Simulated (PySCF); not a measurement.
Ligands exchanged one at a time, Si OH-H. Gas-phase values, no solvent. One relaxed conformer stands for each flexible species; it need not be the lowest. Strings in code marks are SMILES.

The vertical ionisation energy (Delta-SCF) from two functionals at the same geometries (PBE0-D3(BJ)/def2-TZVP), both in PySCF: PBE-D3(BJ)/def2-TZVP and PBE0-D3(BJ)/def2-TZVP. Delta-SCF ions had no search for a lower state. 

| species | PBE-D3(BJ)/def2-TZVP (eV) | PBE0-D3(BJ)/def2-TZVP (eV) |
|---|---|---|
| 0 of 4 OH replaced by H (`O[Si](O)(O)O`) | 10.60 | 11.35 |
| 1 of 4 OH replaced by H (`O[SiH](O)O`) | 10.60 | 11.17 |
| 2 of 4 OH replaced by H | 10.79 | 11.30 |
| 3 of 4 OH replaced by H (`O[SiH3]`) | 10.90 | 11.23 |

Over these rows, drawn at random from the members with no instability flagged (it was tested for open shells, ions and some series alone), PBE minus PBE0-D3(BJ): mean -0.54 eV, from -0.75 eV to -0.33 eV.
